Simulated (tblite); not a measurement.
Species: C₄H₈ClFO₃S.
Atom-mapped SMILES: `[CH3:1][O:2][C@@H:3]([CH3:4])[C@@H:5]([F:6])[S:7](=[O:8])(=[O:9])[Cl:10]` (hydrogens: H11, H12, H13 on C1; H14 on C3; H15, H16, H17 on C4; H18 on C5)

Computed with GFN2-xTB (tblite), gas phase: L-BFGS steps from a force-field or distance-geometry start until the largest atomic force falls under 0.01 eV/Å.

Step 21: E = -1016.6041 eV
```
atom  x, y, z in Å  |  force x, y, z in eV/Å
C1     -2.0164   -1.2417   -1.0714   -0.007  -0.001   0.004
O2     -0.8931   -0.8630   -0.3058    0.018  -0.046   0.021
C3     -0.3839    0.4273   -0.5604    0.027  -0.022  -0.021
C4     -0.5602    1.3433    0.6470   -0.002   0.018  -0.009
C5      1.0809    0.2686   -0.9530    0.055   0.007   0.007
F6      1.6406    1.4545   -1.2967    0.001   0.014  -0.025
S7      2.2321   -0.2882    0.3783   -0.012  -0.031   0.012
O8      2.0063    0.3549    1.6270   -0.043   0.019  -0.011
O9      3.5405   -0.2656   -0.1822   -0.022   0.002  -0.008
Cl10    1.7420   -2.2314    0.6027   -0.047  -0.023  -0.010
H11    -2.2937   -2.2311   -0.7160    0.011  -0.008  -0.008
H12    -2.8559   -0.5557   -0.9232   -0.005   0.014   0.026
H13    -1.7794   -1.2906   -2.1397    0.022  -0.006   0.000
H14    -0.8873    0.8736   -1.4332   -0.011   0.008  -0.011
H15    -0.3090    0.8094    1.5583    0.030   0.013  -0.017
H16    -1.5929    1.6768    0.7027   -0.025  -0.011   0.042
H17     0.0858    2.2110    0.5554   -0.001   0.032   0.008
H18     1.2348   -0.4457   -1.7663    0.011   0.021   0.001
```

Step 22: E = -1016.6048 eV
```
atom  x, y, z in Å  |  force x, y, z in eV/Å
C1     -2.0149   -1.2423   -1.0701   -0.011   0.005   0.000
O2     -0.8917   -0.8612   -0.3060    0.026  -0.067   0.026
C3     -0.3834    0.4287   -0.5627    0.020  -0.016  -0.004
C4     -0.5594    1.3431    0.6458   -0.008   0.030   0.006
C5      1.0811    0.2695   -0.9543    0.056   0.015   0.008
F6      1.6419    1.4549   -1.2981    0.000   0.015  -0.028
S7      2.2306   -0.2866    0.3792   -0.030  -0.095   0.002
O8      2.0038    0.3536    1.6292   -0.033   0.029  -0.020
O9      3.5389   -0.2668   -0.1814   -0.020   0.010   0.004
Cl10    1.7359   -2.2321    0.6020   -0.034   0.010  -0.015
H11    -2.2920   -2.2323   -0.7152    0.020   0.005  -0.007
H12    -2.8538   -0.5560   -0.9202   -0.013   0.008   0.017
H13    -1.7778   -1.2905   -2.1384    0.013  -0.007  -0.002
H14    -0.8866    0.8750   -1.4357   -0.016   0.006  -0.009
H15    -0.3055    0.8083    1.5559    0.036   0.013  -0.021
H16    -1.5930    1.6733    0.7064   -0.026  -0.010   0.029
H17     0.0836    2.2131    0.5547   -0.001   0.028   0.006
H18     1.2337   -0.4452   -1.7674    0.021   0.021   0.006
```

Step 23: E = -1016.6058 eV
```
atom  x, y, z in Å  |  force x, y, z in eV/Å
C1     -2.0129   -1.2431   -1.0682   -0.008   0.013  -0.003
O2     -0.8893   -0.8600   -0.3058    0.033  -0.067   0.016
C3     -0.3824    0.4302   -0.5659    0.006  -0.003   0.023
C4     -0.5585    1.3431    0.6440   -0.013   0.036   0.021
C5      1.0824    0.2711   -0.9560    0.034   0.021   0.006
F6      1.6436    1.4560   -1.3006    0.001   0.010  -0.025
S7      2.2279   -0.2859    0.3806   -0.047  -0.137  -0.012
O8      1.9997    0.3522    1.6314   -0.021   0.030  -0.029
O9      3.5361   -0.2681   -0.1799   -0.014   0.009   0.022
Cl10    1.7266   -2.2332    0.6009   -0.018   0.043  -0.018
H11    -2.2895   -2.2340   -0.7145    0.028   0.018  -0.004
H12    -2.8510   -0.5562   -0.9157   -0.018  -0.003   0.004
H13    -1.7751   -1.2901   -2.1365    0.000  -0.007  -0.001
H14    -0.8860    0.8765   -1.4392   -0.013  -0.007   0.006
H15    -0.2999    0.8072    1.5523    0.042   0.016  -0.024
H16    -1.5935    1.6682    0.7121   -0.019  -0.009   0.010
H17     0.0804    2.2165    0.5536   -0.007   0.019   0.001
H18     1.2326   -0.4441   -1.7690    0.037   0.018   0.009
```

**Question.** Estimate the geometry and energy of step 24. (The exact step hangs on the optimiser's Hessian estimate; all steps are aligned on step 23, rigid shifts and turns removed.)

**Answer.** E = -1016.6069 eV, largest force 0.139 eV/Å
```
atom  x, y, z in Å  |  force x, y, z in eV/Å
C1     -2.0104   -1.2438   -1.0659    0.002   0.018  -0.003
O2     -0.8858   -0.8597   -0.3051    0.037  -0.041  -0.007
C3     -0.3810    0.4317   -0.5690   -0.009   0.011   0.046
C4     -0.5575    1.3437    0.6423   -0.016   0.029   0.027
C5      1.0842    0.2734   -0.9578   -0.005   0.020   0.001
F6      1.6455    1.4577   -1.3039    0.002   0.002  -0.014
S7      2.2238   -0.2872    0.3823   -0.053  -0.125  -0.028
O8      1.9944    0.3511    1.6329   -0.012   0.017  -0.038
O9      3.5324   -0.2695   -0.1776   -0.006  -0.007   0.038
Cl10    1.7151   -2.2342    0.5992   -0.002   0.060  -0.019
H11    -2.2864   -2.2356   -0.7140    0.031   0.026   0.001
H12    -2.8477   -0.5562   -0.9102   -0.017  -0.015  -0.009
H13    -1.7719   -1.2896   -2.1343   -0.016  -0.003   0.002
H14    -0.8856    0.8777   -1.4430   -0.007  -0.027   0.031
H15    -0.2925    0.8063    1.5478    0.047   0.021  -0.021
H16    -1.5943    1.6620    0.7188   -0.009  -0.008  -0.012
H17     0.0767    2.2210    0.5520   -0.017   0.008  -0.005
H18     1.2321   -0.4423   -1.7708    0.051   0.014   0.010
```

The energy changes by -0.0011 eV. The first-order estimate −F·Δx gives -0.0015 eV and the mean of the old and new forces, exact on a quadratic surface, -0.0011 eV. The step makes an angle of 73° with the force vector and moves no atom by more than 0.012 Å.
